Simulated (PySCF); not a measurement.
# How the method changes the constants of BiCl

State: ³Σ⁻ (triplet), unpaired electrons π ↑↑. Set-up: Bi def2-SVPD with ECP60, Cl def2-SVPD; scalar-relativistic core potentials (PySCF 2.14). De refers to Bi + Cl in their high-spin ground configurations, without counterpoise correction. The functionals are run spin-unrestricted. A positive dipole means Bi(−)Cl(+).

```
      Level  Re (Å)  ωe (cm⁻¹)  De (eV)  μ (D)  CPU s a point (SCF and correlation, without the integrals)
        UHF   2.507        324     1.55  -4.04                                                        0.27
    UHF-MP2   2.503        327     2.65    n/a                                                        0.44
UHF-SCS-MP2   2.511        323     2.58    n/a                                                         n/a
   UHF-CCSD   2.512        321     2.45    n/a                                                         n/a
UHF-CCSD(T)   2.517        318     2.56    n/a                                                          14
        PBE   2.503        319     3.25  -3.10                                                        0.84
     r²SCAN   2.489        328     3.06  -3.23                                                         1.2
      B3LYP   2.507        319     3.01  -3.35                                                         1.1
       PBE0   2.483        331     3.02  -3.32                                                         1.3
       MN15   2.473        334     3.04  -3.47                                                         1.4
     B2PLYP   2.503        322     2.88  -3.69                                                        0.93
```

Question: Which functional lies closest to UHF-CCSD(T) in De, which farthest, and by how much do they differ from it?

Answer: Closest is B2PLYP (-1.4 pm in Re, +1.3 % in ωe, +0.32 eV in De against UHF-CCSD(T) in the same basis), farthest PBE (-1.4 pm in Re, +0.3 % in ωe, +0.69 eV in De). CCSD(T) converges more slowly with the basis than the functionals do and binds too weakly in this one, so the order can change at the basis-set limit.

Question: What does a quarter of exact exchange do here, going from PBE to PBE0?

Answer: PBE0 less PBE: -2.0 pm in Re, +3.8 % in ωe, -0.23 eV in De. Exact exchange removes part of the self-interaction that spreads semilocal densities, and in most molecules shortens and stiffens the bond and lowers De; so it does here.

Question: What does second-order correlation do here, going from UHF to UHF-MP2?

Answer: UHF-MP2 less UHF: -0.4 pm in Re, +0.9 % in ωe, +1.10 eV in De. Correlation nearly always deepens the well. The bond shortens, as in weak, metallic or heavy-atom bonds, where dispersion and the correlation of outer-core electrons pull the atoms together.

Correlated steps freeze 9 core orbitals. Correlated levels converge slowly with the basis: in double zeta they bind strong bonds too weakly, by up to about 1 eV, and carry superposition errors of some tenths. Spin–orbit coupling is left out, which matters for elements this heavy, above all for dissociation energies. B2PLYP dipoles, levels and charges come from its SCF part alone. The state is the lowest determinant that a PBE0 search found; another state may lie lower at other levels.

The whole job (state search and all levels along the bond) took about 3.9 min on 1 thread of Arm Neoverse V1 (shared host), peak memory 0.71 GiB.
